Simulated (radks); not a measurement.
Eu+, configuration [Xe] 4f7 6s1.

All-electron calculation, Dirac Kohn-Sham, AM05, spin-unpolarised, spherical densities, finite nucleus; open shells are shared between the two j in proportion to 2j + 1; Fermi nuclear charge, rms radius 5.1115 fm. Program: a radial shooting solver on a logarithmic mesh with Libxc functionals.

Energy parts (hartree):
| part | energy |
|---|---|
| total | -10844.0580 |
| kinetic | 11786.9718 |
| electron-nucleus | -26602.5407 |
| Hartree | 4207.3778 |
| exchange-correlation | -235.8670 |

Orbitals (lengths in bohr, moments of r in powers of bohr):
orbital,occ.,eigenvalue (hartree),<r^4>,small-component weight
1s1/2,2,-1774.122,1.229e-06,5.49e-02
2s1/2,2,-291.4340,0.0001958,1.21e-02
2p1/2,2,-276.5842,0.0001214,1.21e-02
2p3/2,4,-252.8037,0.0001579,1.13e-02
3s1/2,2,-64.28928,0.007673,3.81e-03
3p1/2,2,-57.86465,0.006995,3.75e-03
3p3/2,4,-53.01809,0.008520,3.51e-03
3d3/2,4,-41.87092,0.006212,3.40e-03
3d5/2,6,-40.81524,0.006604,3.33e-03
4s1/2,2,-12.92731,0.1913,1.21e-03
4p1/2,2,-10.44587,0.2190,1.13e-03
4p3/2,4,-9.37201,0.2670,1.05e-03
4d3/2,4,-5.28181,0.3905,8.83e-04
4d5/2,6,-5.08915,0.4167,8.60e-04
5s1/2,2,-1.86957,6.872,2.51e-04
5p1/2,2,-1.20262,11.91,1.97e-04
5p3/2,4,-1.06134,15.32,1.75e-04
4f5/2,3,-0.34224,5.430,4.72e-04
4f7/2,4,-0.31947,6.144,4.61e-04
6s1/2,1,-0.31142,419.4,3.30e-05

The highest occupied level is 6s1/2 at -8.474 eV. Summed over all electrons, <r^2> = 57.44 bohr^2, which gives a Langevin (diamagnetic) susceptibility term of -45.5 x 10^-6 cm^3/mol.
